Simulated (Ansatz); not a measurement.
Stepwise reaction of `[SH][Ge]([SH])([SH])[SH]` with hydrogen chloride, as a gas-phase model of exchange steps in deposition or etching. ΔE in kJ/mol; ΔG adds harmonic PBE0-D4 terms to CCSD(T)/CBS, at 1 bar.

Isolated molecules relaxed with PBE0-D4/def2-TZVP in Ansatz; ΔE leaves out vibrations. CCSD(T)/CBS is the MP2 limit (def2-TZVPP, def2-QZVPP) plus CCSD(T) − MP2 in def2-TZVPP, frozen cores. This one scheme is used for every species. Functionals use def2-TZVPP. B3LYP here is the variant with VWN-RPA as its local correlation; programs differ in this. For Ge outer-core shells are correlated without core-valence functions, which leaves a few kJ/mol of doubt a bond. Scalar relativity is left out up to krypton. One conformer a species, not always the lowest.

```
step                                                             reaction  PBE-D4  B3LYP-D4  ωB97M-V  CCSD(T)/CBS  ΔG(400 K)
   1  `[SH][Ge]([SH])([SH])[SH]` + HCl → `[SH][Ge]([SH])([SH])[Cl]` + H₂S   -19.7     -23.4    -25.1        -20.7      -25.5
   2  `[SH][Ge]([SH])([SH])[Cl]` + HCl → `[SH][Ge]([SH])([Cl])[Cl]` + H₂S   -15.3     -19.2    -21.1        -17.3      -17.8
   3  `[SH][Ge]([SH])([Cl])[Cl]` + HCl → `[SH][Ge]([Cl])([Cl])[Cl]` + H₂S   -14.3     -18.5    -20.3        -16.6      -21.3
   4  `[SH][Ge]([Cl])([Cl])[Cl]` + HCl → `[Cl][Ge]([Cl])([Cl])[Cl]` + H₂S   -12.1     -15.8    -17.8        -14.3       -7.4
```

**Question.** By hand: ΔE of the 4 steps together at CCSD(T)/CBS.

**Answer.** (-20.7) + (-17.3) + (-16.6) + (-14.3) = -68.9 kJ/mol, or -17.2 kJ/mol a step.

In ΔE step 1 is the lowest and step 4 the highest. All are downhill at CCSD(T)/CBS. ΔG lies between -25.5 and -7.4 kJ/mol a step. PBE-D4 differs from CCSD(T)/CBS by 1.0 to 2.3 kJ/mol a step. Isolated molecules leave out the surface, adducts and barriers. Largest T1 diagnostic: 0.011.
